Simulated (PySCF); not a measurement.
Level of theory: PBE0 in PySCF with Ga def2-TZVP, Br def2-TZVP; no relativity; density-fitted integrals. Open shells, if any, are unrestricted.

Problem. What shape and geometry does isolated singlet GaBr₂⁺ take (every ligand bound to Ga)?

Solution. Counting electrons, gallium keeps none of its valence electrons outside its bonds, so the VSEPR class is AX2 and the expected shape is linear (D∞h), as computed. The lowest minimum found is a singlet of D∞h symmetry with Ga–Br 2.168 Å (×2); Br–Ga–Br 180.0°. Its harmonic wavenumbers are 90 (πu), 257 (σg+), 473 (σu+) cm⁻¹ and its dipole moment is 0.00 D about the centre of mass.

Other isomers or separated fragments may lie lower.
